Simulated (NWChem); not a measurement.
# Al2, triplet; SMILES [Al][Al]

```xyz
2

Al     0.0000     0.0000    -1.2411
Al     0.0000     0.0000     1.2411
```
Atoms are numbered in this order, from 1.

All runs: NWChem. Spin-unrestricted. All runs use the structure optimised with PBE0/def2-SVP, spin-unrestricted. No stability test was run on the SCF state. Vzz is the largest principal value of the second derivative of the potential at the nucleus (NWChem prints the opposite sign); η is the asymmetry. Non-relativistic.

For level PBE/cc-pVTZ:

- Vzz Al2 (a.u.): 0.212

### Question
What are these values for level PBE/def2-SVP?

### Answer
The vzz Al2 (a.u.) is 0.291.
